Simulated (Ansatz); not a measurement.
Two members of one family (Oligo(p-phenylene), dithiol), computed with Ansatz in the gas phase. Binding counts from free atoms in the multiplicity of their measured ground term, without zero-point energy. The structures are stationary points that may keep the symmetry of their start.

First: Sc1ccc(-c2ccc(-c3ccc(-c4ccc(S)cc4)cc3)cc2)cc1 (singlet, charge 0, PBE-D4/def2-SVP geometry).

Cartesian coordinates in Å:
```
S 8.751 3.609 -2.182
C 7.167 2.900 -1.817
C 6.825 1.566 -2.120
C 5.556 1.073 -1.804
C 4.582 1.879 -1.173
C 3.242 1.348 -0.837
C 2.610 0.378 -1.649
C 1.346 -0.124 -1.331
C 0.646 0.315 -0.183
C -0.691 -0.221 0.155
C -1.100 -0.383 1.499
C -2.362 -0.892 1.818
C -3.282 -1.266 0.811
C -4.617 -1.808 1.149
C -4.819 -2.598 2.303
C -6.077 -3.116 2.627
C -7.190 -2.856 1.801
S -8.818 -3.474 2.132
C -7.005 -2.066 0.646
C -5.742 -1.557 0.330
C -2.872 -1.101 -0.532
C -1.611 -0.593 -0.852
C 1.278 1.285 0.629
C 2.541 1.789 0.310
C 4.942 3.213 -0.874
C 6.206 3.719 -1.188
H 9.281 2.500 -2.768
H 7.562 0.903 -2.599
H 5.325 0.021 -2.028
H 3.113 0.025 -2.561
H 0.894 -0.891 -1.979
H -0.406 -0.120 2.311
H -2.650 -0.987 2.876
H -3.964 -2.840 2.951
H -6.192 -3.738 3.527
H -8.502 -4.113 3.292
H -7.862 -1.839 -0.006
H -5.632 -0.925 -0.563
H -3.553 -1.398 -1.345
H -1.336 -0.465 -1.910
H 0.758 1.665 1.521
H 3.007 2.530 0.977
H 4.203 3.882 -0.409
H 6.448 4.768 -0.953
```

```
           level  HOMO (eV)  LUMO (eV)  gap (eV)  binding per atom (eV)
 PBE-D4/def2-SVP      -4.92      -2.21      2.71                   5.46
PBE0-D4/def2-SVP      -5.80      -1.55      4.25                   5.35
```

Second: Sc1ccc(-c2ccc(-c3ccc(-c4ccc(-c5ccc(-c6ccc(S)cc6)cc5)cc4)cc3)cc2)cc1 (singlet, charge 0, PBE-D4/def2-SVP geometry).

```xyz
64

S    -6.980   10.720    5.838
C    -6.049    9.410    5.088
C    -6.511    8.088    5.263
C    -5.820    7.016    4.691
C    -4.645    7.214    3.928
C    -3.916    6.075    3.325
C    -4.599    4.921    2.876
C    -3.913    3.847    2.303
C    -2.507    3.871    2.148
C    -1.781    2.736    1.537
C    -0.608    2.940    0.774
C     0.077    1.869    0.192
C    -0.377    0.538    0.343
C     0.346   -0.596   -0.276
C    -0.344   -1.737   -0.746
C     0.336   -2.806   -1.335
C     1.742   -2.789   -1.483
C     2.463   -3.921   -2.108
C     3.765   -4.284   -1.693
C     4.444   -5.354   -2.282
C     3.858   -6.115   -3.321
C     4.577   -7.248   -3.946
C     5.984   -7.240   -4.081
C     6.670   -8.306   -4.673
C     5.964   -9.429   -5.153
S     6.750  -10.823   -5.917
C     4.557   -9.452   -5.025
C     3.885   -8.380   -4.435
C     2.556   -5.750   -3.736
C     1.876   -4.683   -3.145
C     2.432   -1.650   -1.010
C     1.751   -0.579   -0.424
C    -1.549    0.334    1.108
C    -2.232    1.405    1.690
C    -1.824    5.026    2.598
C    -2.511    6.099    3.172
C    -4.196    8.544    3.764
C    -4.880    9.626    4.328
H    -6.168   11.735    5.433
H    -7.414    7.896    5.862
H    -6.186    5.993    4.867
H    -5.697    4.881    2.943
H    -4.483    2.983    1.931
H    -0.247    3.965    0.600
H     0.963    2.071   -0.427
H    -1.441   -1.778   -0.664
H    -0.233   -3.684   -1.674
H     4.239   -3.740   -0.862
H     5.439   -5.631   -1.903
H     6.559   -6.366   -3.739
H     7.766   -8.259   -4.771
H     8.028  -10.370   -5.785
H     3.988  -10.324   -5.383
H     2.791   -8.436   -4.323
H     2.081   -6.293   -4.568
H     0.879   -4.407   -3.522
H     3.525   -1.592   -1.124
H     2.325    0.284   -0.053
H    -1.911   -0.690    1.280
H    -3.119    1.203    2.309
H    -0.726    5.065    2.530
H    -1.939    6.962    3.546
H    -3.301    8.744    3.154
H    -4.506   10.648    4.167
```

Problem. Estimate the same table for the second.

Solution. 
```json
{"level": "PBE-D4/def2-SVP", "HOMO (eV)": "-4.94", "LUMO (eV)": "-2.39", "gap (eV)": "2.56", "binding per atom (eV)": "5.55"}
{"level": "PBE0-D4/def2-SVP", "HOMO (eV)": "-5.80", "LUMO (eV)": "-1.74", "gap (eV)": "4.06", "binding per atom (eV)": "5.44"}
```
